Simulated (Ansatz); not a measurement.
## Worked example: CHBr3 + BBrF2 → CHBr2F + BBr2F

Gas-phase species: CHBr3 (bromoform) `BrC(Br)Br`, singlet; BBrF2 `FB(F)Br`, singlet; CHBr2F (dibromofluoromethane) `FC(Br)Br`, singlet; BBr2F (dibromofluoroborane) `FB(Br)Br`, singlet. The partners trade Br for F: C–Br and B–F bonds give way to C–F and B–Br.

Shapes, held fixed at every level: PBE0-D4/def2-TZVP. Programs: Ansatz 0.2.0. The zero-point and thermal change to 298 K, harmonic and unscaled (PBE0-D4/def2-TZVP), is 0.0 kJ/mol.

At CCSD(T)/def2-TZVPP; 1 Eh = 2625.50 kJ/mol:

```
species   energy (Eh)
  CHBr3  -7756.741522
  BBrF2  -2797.137381
 CHBr2F  -5283.774106
  BBr2F  -5270.073391
```

Task: Work out ΔH(298 K) of the reaction at this level.

Result: 
1. Products less reactants: (-5283.774106) + (-5270.073391) − [(-7756.741522) + (-2797.137381)] = 0.031406 Eh = +82.5 kJ/mol.
2. With the thermal change: +82.5 + (0.0) = +82.5 kJ/mol.

Other levels give +65.4 (SPW92/def2-TZVPP) to +80.6 kJ/mol (BHLYP-D4/def2-TZVPP). No measured value is set beside it here. Relativity is left out for Br. Outer-core shells of Br are correlated, in sets that cover them unevenly. The median of the other correlated levels is +74.4 kJ/mol.
